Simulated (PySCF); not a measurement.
## Electron correlation in Pb⁷⁰⁺ (lead, charge +70)

Starting occupation: [Ne] 3s2. Calculation: PySCF 2.14, in an even-tempered Gaussian basis (17 s from 8.9 bohr⁻², ratio 2.6; 14 p from 12 bohr⁻², ratio 2.6; 6 d from 12 bohr⁻², ratio 2.8; 4 f from 160 bohr⁻², ratio 2.8); X2C-1e with screened-nucleus spin-orbit coupling, Gaussian nucleus. Frozen: 1s2; 10 electrons correlated; the 50 highest virtual spinors left out.

MP2 pair energies summed by pair of shells (mhartree):

```tsv
pair	energy	share (%)
3s1/2-3s1/2	-119.00	23.1
2p1/2-2p3/2	-107.10	20.8
2p3/2-2p3/2	-100.34	19.5
2p3/2-3s1/2	-49.96	9.7
2p3/2-2s1/2	-45.19	8.8
2p1/2-2p1/2	-25.70	5.0
2p1/2-2s1/2	-25.17	4.9
2p1/2-3s1/2	-20.61	4.0
2s1/2-2s1/2	-12.40	2.4
2s1/2-3s1/2	-10.31	2.0
```

Total MP2 correlation energy: -515.77 mhartree.

The virtual space was cut to 56 spinors, which keep -452.25 of the -515.77 mhartree of MP2 correlation.

```csv
level,correlation energy (mhartree)
CCSD,-486.23
```

Diagnostics: T1 = 7.2e-05, largest double amplitude 0.078.

Cost of the coupled-cluster step: about 18 core-seconds, for 10 occupied and 56 virtual spinors.

The coupled-cluster values are those of the cut space; adding the MP2 remainder, -63.52 mhartree, estimates the full space.

At this charge the one-electron X2C treatment keeps the bare 1/r₁₂, with no two-electron picture change or Breit term. The effect here is smaller than on the frozen 1s shell.
